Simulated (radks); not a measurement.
Species: Pt+. Configuration: [Xe] 4f14 5d8.25 6s0.75 (fractional occupations, a model configuration). Method: scalar-relativistic Kohn-Sham, PBE, spin-unpolarised, spherical densities, finite nucleus; Fermi nuclear charge, rms radius 5.427 fm; computed with a radial shooting solver on a logarithmic mesh with Libxc functionals.

Normalised radial functions P(r) = r R(r), r in bohr:

r,5s,4f
0.0007491,0.0636,0.0000
0.0008721,0.0713,0.0000
0.001015,0.0797,0.0000
0.001173,0.0885,0.0000
0.001365,0.0985,0.0000
0.001589,0.1093,0.0000
0.00185,0.1209,0.0000
0.002154,0.1331,0.0000
0.002507,0.1458,0.0000
0.002919,0.1588,0.0000
0.003371,0.1709,0.0000
0.003924,0.1832,0.0000
0.004568,0.1943,0.0000
0.005318,0.2033,0.0000
0.006192,0.2094,0.0000
0.007208,0.2111,0.0000
0.008391,0.2072,0.0001
0.009691,0.1968,0.0001
0.01128,0.1773,0.0002
0.01313,0.1474,0.0003
0.01529,0.1060,0.0006
0.0178,0.0527,0.0010
0.02072,-0.0117,0.0017
0.02412,-0.0847,0.0029
0.02786,-0.1574,0.0048
0.03243,-0.2306,0.0081
0.03776,-0.2903,0.0135
0.04396,-0.3240,0.0220
0.05117,-0.3191,0.0355
0.05957,-0.2650,0.0562
0.06935,-0.1578,0.0874
0.08009,-0.0132,0.1301
0.09324,0.1646,0.1934
0.1085,0.3334,0.2801
0.1264,0.4467,0.3938
0.1471,0.4592,0.5356
0.1713,0.3425,0.7028
0.1994,0.1030,0.8865
0.2303,-0.1910,1.0620
0.2681,-0.4863,1.2295
0.3121,-0.6636,1.3563
0.3633,-0.6410,1.4215
0.4229,-0.3951,1.4124
0.4923,0.0229,1.3293
0.5732,0.5040,1.1838
0.6619,0.9024,1.0068
0.7706,1.1658,0.8015
0.8971,1.2254,0.5999
1.044,1.1018,0.4201
1.216,0.8636,0.2737
1.415,0.5940,0.1648
1.648,0.3585,0.0912
1.903,0.1959,0.0477
2.215,0.0898,0.0218
2.579,0.0350,0.0088
3.002,0.0114,0.0031
3.495,0.0030,0.0009
4.069,0.0006,0.0002
4.737,0.0001,0.0000
5.471,0.0000,0.0000
6.369,0.0000,0.0000
7.414,0.0000,0.0000
8.632,0.0000,0.0000

5s: eigenvalue -112.28 eV, 4 radial nodes at r = 0.0202, 0.0810, 0.210, 0.489 bohr, <r> = 0.952 bohr, 90 % of the charge inside 1.36 bohr. 4f: eigenvalue -80.656 eV, 0 radial nodes, <r> = 0.516 bohr, 90 % of the charge inside 0.833 bohr.
